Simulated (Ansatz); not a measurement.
Input and output for CH7AlBInO, SMILES `C[BH][Al]([OH])[InH2]`.

```yaml
crystal:
  periodic: [false, false, false]
  atoms:
    - {symbol: C, position_ang: [-0.283009, -0.968288, 2.141418]}
    - {symbol: B, position_ang: [-0.958975, -0.696418, 0.764865]}
    - {symbol: Al, position_ang: [0.051308, -0.113248, -1.030942]}
    - {symbol: O, position_ang: [0.479624, -1.253986, -2.234753]}
    - {symbol: In, position_ang: [0.818966, 2.345426, -1.766424]}
    - {symbol: H, position_ang: [0.781972, -1.205982, 2.138956]}
    - {symbol: H, position_ang: [-0.821987, -1.680817, 2.772502]}
    - {symbol: H, position_ang: [-0.384167, 0.001912, 2.662153]}
    - {symbol: H, position_ang: [-2.165560, -0.707456, 0.767004]}
    - {symbol: H, position_ang: [0.285656, -2.187622, -2.161216]}
    - {symbol: H, position_ang: [-0.171670, 3.435712, -2.694557]}
    - {symbol: H, position_ang: [2.367853, 3.030757, -1.359006]}
basis:
  gaussian: {orbitals: def2-mTZVP}
total_charge: 1
magnetization: {spin_polarized: true, initial_magnetization: 1}
hamiltonian: {xc: {name: r2SCANh}, pseudopotentials: {relativity: none}}
accuracy: high
output: {forces: true}
```

```sh
$ ansatz run in.yaml --threads 4 --pin off --events-out ev --progress --plain --max-ram 10444MiB
```

Shortened log:

```
Functional definition: r2SCANh
3039 factors; integrals over basis functions are off by at most 2.2e-8 eV
mean field evaluation 1: about -15615.3794 eV, gradient 7.3e1 eV
mean field evaluation 2: about -15431.7533 eV, gradient 1.5e2 eV
mean field evaluation 4: about -15635.5850 eV, gradient 1.6e1 eV
mean field evaluation 8: about -15637.0140 eV, gradient 8.3e-1 eV
mean field evaluation 16: about -15637.0742 eV, gradient 1.7e-2 eV
mean field evaluation 32: about -15637.0742 eV, gradient 5.5e-7 eV
mean field -15637.07416665 eV, -574.6518764347 hartree, gradient 6.7e-8 eV, S^2 0.765355; 2 other end points of the search recorded, 0 dependent functions left out
reference -15637.07417153 eV, -574.6518766142 hartree; 30, 29 occupied and 111, 112 virtual orbitals, 3039 factors
Total energy: -15637.07417153 eV, -574.6518766142 hartree
Atom 0 at    -0.283009    -0.968288     2.141418 Å, force     0.429546     0.172869    -0.867269 eV/Å
Atom 1 at    -0.958975    -0.696418     0.764865 Å, force    -0.756227    -0.159126     2.145883 eV/Å
Atom 2 at     0.051308    -0.113248    -1.030942 Å, force     0.303445    -1.222062    -1.096240 eV/Å
Atom 3 at     0.479624    -1.253986    -2.234753 Å, force    -0.275869     1.073658     0.919145 eV/Å
Atom 4 at     0.818966     2.345426    -1.766424 Å, force     0.442750     1.537742    -0.379284 eV/Å
Atom 5 at     0.781972    -1.205982     2.138956 Å, force    -0.039383    -0.001673     0.167616 eV/Å
Atom 6 at    -0.821987    -1.680817     2.772502 Å, force    -0.077776    -0.047994    -0.212438 eV/Å
Atom 7 at    -0.384167     0.001912     2.662153 Å, force     0.009635     0.040716    -0.027500 eV/Å
Atom 8 at    -2.165560    -0.707456     0.767004 Å, force     0.244096     0.091669    -0.700278 eV/Å
Atom 9 at     0.285656    -2.187622    -2.161216 Å, force     0.035340    -0.442179    -0.233547 eV/Å
Atom 10 at    -0.171670     3.435712    -2.694557 Å, force    -0.263821    -0.505584     0.086257 eV/Å
Atom 11 at     2.367853     3.030757    -1.359006 Å, force    -0.051736    -0.538035     0.197654 eV/Å
Dipole moment:    -0.420073    -0.714401     0.767574 e Å
```

Run time 13 s (4 threads of an Intel Xeon 6975P-C on a shared host); peak host memory 1.3 GiB.
